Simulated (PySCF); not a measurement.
B(Cl)2(GeH3), SMILES Cl[B](Cl)[GeH3] (PBE0/def2-SVP optimised geometry):

```
7

B      0.289    -0.708     0.000
Cl     2.038    -0.708     0.000
Cl    -0.541    -2.247     0.043
Ge    -0.788     1.060     0.000
H     -1.261     1.351     1.439
H      0.066     2.247    -0.478
H     -2.038     0.940    -0.891
```

Level of theory: PBE0/def2-TZVP (PySCF 2.14.0).

Q: What are the frontier orbital energies and the dipole moment?

A: HOMO-2 -9.69 eV, HOMO-1 -9.20 eV, HOMO -8.32 eV, LUMO -2.14 eV, LUMO+1 0.75 eV; dipole moment 0.32 D.

On the same geometry PBE/def2-TZVP in PySCF gives HOMO-2 -8.36 eV, HOMO-1 -7.80 eV, HOMO -7.08 eV, LUMO -3.03 eV, LUMO+1 -0.07 eV; dipole moment 0.19 D.

Meta-Löwdin charges at PBE0/def2-TZVP: B1 -0.03, Cl2 -0.03, Cl3 -0.03, Ge4 0.22, H5 -0.04, H6 -0.04, H7 -0.04.
